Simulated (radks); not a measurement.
Task: Ionisation of neutral osmium, [Xe] 4f14 5d6 6s2, to [Xe] 4f14 5d6 6s1 as the strength of local exchange is varied. All-electron calculation, scalar-relativistic Kohn-Sham, Slater X-alpha exchange (alpha = 2/3 is LDA exchange), no correlation, spin-polarised, spherical densities, finite nucleus; open shells are filled with parallel spins first (spin-orbit coupling, left out, can overturn this in heavy ions); Fermi nuclear charge, rms radius 5.4126 fm. Program: a radial shooting solver on a logarithmic mesh with Libxc functionals.

alpha  E(Os) (hartree)  exchange (hartree)  IE (eV)  -e of the level emptied (eV)  <r> of it (bohr)
0.656      -17227.9707           -315.2291    7.297                    4.389 (6s)             3.198
0.667      -17233.2849           -320.6212    7.351                    4.445 (6s)             3.192
0.826      -17310.2960           -398.9517    8.161                    5.299 (6s)             3.095
0.831      -17312.7237           -401.4267    8.188                    5.327 (6s)             3.092
?          -17258.9144           -346.6506    7.614                    4.720 (6s)             3.159

Which alpha was used in the last row?

Result: alpha = 0.72. NIST Atomic Spectra Database: 8.438 eV (measured). The central value is not met in this range of alpha. Open shells are spherical and high-spin; term and fine-structure splittings are not resolved. Spin-orbit splitting is averaged out at the scalar-relativistic level.
